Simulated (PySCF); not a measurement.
# Al²⁺: interval between two levels

Al²⁺ [Ne] 3s1 [2S1/2, M_J = 1/2] → Al²⁺ [Ne] 3p1 [2P3/2, M_J = 3/2], as a difference of total energies. All numbers are calculated (PySCF 2.14, the two-component X2C-1e Hamiltonian, in x2c-SVPall-2c with one added diffuse shell each of s, p type (5s5p1d, 25 functions)). Correlated levels: [Ne] frozen. "Screened" scales the spin-orbit matrix elements by Boettger's factors to mimic the two-electron term; Breit and QED terms are absent.

| method | interval between two levels (cm⁻¹) |
| --- | --- |
| GHF (spin-free) | 52416 |
| GMP2 (spin-free) | 52416 |
| GCCSD (spin-free) | 52416 |
| GCCSD(T) (spin-free) | 52416 |
| GHF (screened spin-orbit) | 52500 |
| GMP2 (screened spin-orbit) | 52500 |
| GCCSD (screened spin-orbit) | 52500 |
| GCCSD(T) (screened spin-orbit) | 52500 |
